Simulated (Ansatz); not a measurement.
Ansatz (an electronic-structure program) input (BLYP/6-31G*):

Ansatz 0.2 input:
```yaml
crystal:
  periodic: [false, false, false]
  atoms:
    - {symbol: C, position_ang: [-1.58722249, -0.80952914, -0.38908962]}
    - {symbol: C, position_ang: [-0.48787175, 0.05899575, 0.21979378]}
    - {symbol: C, position_ang: [-0.42384481, 1.43919865, -0.42801241]}
    - {symbol: C, position_ang: [0.86316285, -0.65570489, 0.11768014]}
    - {symbol: O, position_ang: [1.92475347, -0.02209898, 0.68583766]}
    - {symbol: H, position_ang: [-2.56300861, -0.33247512, -0.28641935]}
    - {symbol: H, position_ang: [-1.64188098, -1.78829026, 0.09315440]}
    - {symbol: H, position_ang: [-1.40967196, -0.97163039, -1.45621544]}
    - {symbol: H, position_ang: [-0.69486554, 0.18551367, 1.28812278]}
    - {symbol: H, position_ang: [-0.25903882, 1.35279358, -1.50626041]}
    - {symbol: H, position_ang: [0.39196110, 2.02755006, -0.00737432]}
    - {symbol: H, position_ang: [-1.35544788, 1.98720571, -0.27682986]}
    - {symbol: H, position_ang: [0.80810495, -1.69410506, 0.49404897]}
    - {symbol: H, position_ang: [1.14047726, -0.78753250, -0.95115926]}
basis:
  gaussian:
    orbitals: 6-31G*
hamiltonian:
  xc: {name: BLYP}
magnetization: {spin_polarized: true, initial_magnetization: 1}
output: {forces: true}
```

Output:

```
Functional definition: BLYP
integrals: 0.04 GiB planned
1203 factors; their error is unknown
mean field: 0.32 GiB planned
mean field evaluation 1: about -6325.6985 eV, gradient 4.8e1 eV
mean field evaluation 2: about -6311.0542 eV, gradient 7.0e1 eV
mean field evaluation 4: about -6336.8018 eV, gradient 6.2e0 eV
mean field evaluation 8: about -6336.9577 eV, gradient 1.2e-1 eV
mean field evaluation 16: about -6336.8719 eV, gradient 2.3e-3 eV
mean field evaluation 32: about -6336.8603 eV, gradient 1.2e0 eV
mean field -6336.87191610 eV, -232.8757476306 hartree, gradient 7.5e-6 eV, S^2 0.752142; 3 other end points of the search recorded, 0 dependent functions left out
the calculation of the forces begins
reference -6336.87217334 eV, -232.8757570840 hartree; 21, 20 occupied and 72, 73 virtual orbitals, 1203 factors
Total energy: -6336.87217334 eV, -232.8757570840 hartree
Atom 0 at    -1.587222    -0.809529    -0.389090 Å, force    -0.060763    -0.022922     0.004152 eV/Å
Atom 1 at    -0.487872     0.058996     0.219794 Å, force    -0.108511     0.025660    -0.065708 eV/Å
Atom 2 at    -0.423845     1.439199    -0.428012 Å, force    -0.015025     0.075097     0.004584 eV/Å
Atom 3 at     0.863163    -0.655705     0.117680 Å, force     0.092926     0.037499     0.226780 eV/Å
Atom 4 at     1.924753    -0.022099     0.685838 Å, force     0.460297     0.286129     0.186433 eV/Å
Atom 5 at    -2.563009    -0.332475    -0.286419 Å, force    -0.371987     0.148276     0.026875 eV/Å
Atom 6 at    -1.641881    -1.788290     0.093154 Å, force    -0.041635    -0.367319     0.158481 eV/Å
Atom 7 at    -1.409672    -0.971630    -1.456215 Å, force     0.035102    -0.076077    -0.382376 eV/Å
Atom 8 at    -0.694866     0.185514     1.288123 Å, force    -0.058151     0.039220     0.386062 eV/Å
Atom 9 at    -0.259039     1.352794    -1.506260 Å, force     0.056866     0.004983    -0.387114 eV/Å
Atom 10 at     0.391961     2.027550    -0.007374 Å, force     0.304932     0.200403     0.144952 eV/Å
Atom 11 at    -1.355448     1.987206    -0.276830 Å, force    -0.328158     0.221137     0.038552 eV/Å
Atom 12 at     0.808105    -1.694105     0.494049 Å, force    -0.049929    -0.485988     0.081591 eV/Å
Atom 13 at     1.140477    -0.787532    -0.951159 Å, force     0.084035    -0.086097    -0.423264 eV/Å
Dipole moment:    -0.325578    -0.160729    -0.172714 e Å
```

The geometry given is a B3LYP-D3(BJ)/def2-TZVP minimum.
